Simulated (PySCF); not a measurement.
This PySCF input asks for the NMR shieldings of SMILES O=C(C)NC[SiH2]C=O, C$_{4}$H$_{9}$NO$_{2}$Si; the geometry comes from GFN2-xTB.

```python
import basis_set_exchange as bse
import numpy as np
from pyscf import gto, dft
from pyscf.prop import nmr

atoms = """
C     2.955380   -0.036103    0.127728
C     1.453980   -0.138090    0.117642
O     0.859304   -1.059314    0.674412
N     0.785158    0.822234   -0.507411
C    -0.656267    0.792549   -0.528136
Si   -1.329601   -0.743320    0.414637
C    -3.216699   -0.390941    0.141611
O    -3.674633    0.538397   -0.480560
H     3.381982   -1.016262    0.320238
H     3.261163    0.634691    0.929324
H     3.330096    0.351361   -0.816004
H     1.271664    1.582339   -0.957843
H    -1.001381    0.780097   -1.564096
H    -1.041530    1.710106   -0.078622
H    -1.257686   -0.677051    1.873644
H    -1.197260   -2.024258   -0.278216
H    -3.930668   -1.114404    0.601741
"""
names = dict.fromkeys(["C", "O", "N", "Si", "H"], "pcSseg-1")
basis = {el: gto.basis.parse(bse.get_basis(n, elements=[el], fmt="nwchem")) for el, n in names.items()}
mol = gto.M(atom=atoms, basis=basis, charge=0, verbose=0)
mf = dft.RKS(mol, xc="PBE0")
mf.grids.level = 2
mf.grids.alignment = dft.numint.BLKSIZE   # the property module wants whole blocks of grid points
mf.conv_tol = 1e-9
mf.kernel()

calc = nmr.RKS(mf)   # GIAO
C = mf.mo_coeff
Co = C[:, mf.mo_occ > 0]
resp = mf.gen_response(singlet=True, hermi=2)
def vind(x):   # induced exchange potential for any number of trial vectors
    d = np.einsum("pi,xij,qj->xpq", C, 2 * x.reshape(-1, C.shape[1], Co.shape[1]), Co, optimize=True)
    return np.einsum("xpq,pi,qj->xij", resp(d - d.transpose(0, 2, 1)), C, Co, optimize=True).ravel()
mo1, _ = nmr.rhf.solve_mo1(calc, with_cphf=vind)
sigma = calc.kernel(mo1)
for i, s in enumerate(sigma):   # ppm
    print("%2d %-2s %9.2f" % (i, mol.atom_pure_symbol(i), np.trace(s) / 3))
```

Q: What does it print?

A: 
```
 0 C     164.52
 1 C      10.96
 2 O     -32.71
 3 N     133.69
 4 C     162.33
 5 Si    427.74
 6 C     -74.39
 7 O    -552.24
 8 H      29.68
 9 H      29.59
10 H      30.18
11 H      26.49
12 H      28.99
13 H      29.07
14 H      26.79
15 H      26.78
16 H      19.31
```

These numbers come from an equivalent density-fitted implementation of the same equations, which agrees with the script to about 0.01 ppm for H and up to a few tenths of a ppm for heavy atoms, so last digits may differ.

Q: Turn these shieldings into chemical shifts. References, each an isolated molecule treated in the same way: 13C (σref 186.93), 29Si (σref 349.16), 1H (σref 31.72) vs TMS; 17O (σref 336.08) against H2O; NH3 for 15N (σref 267.73).

A: Averaging equivalent atoms: C 6: 261.3; C 1: 176.0; C 4: 24.6; C 0: 22.4; O 7: 888.3; O 2: 368.8; N 3: 134.0; Si 5: -78.6; H 16: 12.40; H 11: 5.23; H 14/15: 4.93; H 12/13: 2.68; H 8/9/10: 1.90 ppm. Unscaled 17O shifts of doubly bonded oxygen tend to come out too high, by tens of ppm or more. Experimental scales use liquid or dissolved standards, which lie at an offset from isolated NH3 (liquid NH3: subtract about 20 ppm) and H2O (liquid H2O: subtract about 36 ppm).

Size and cost of the density-fitted run: 188 basis functions, 53 s wall time on 1 thread of an Arm Neoverse N1, shared host; peak memory 0.83 GiB.
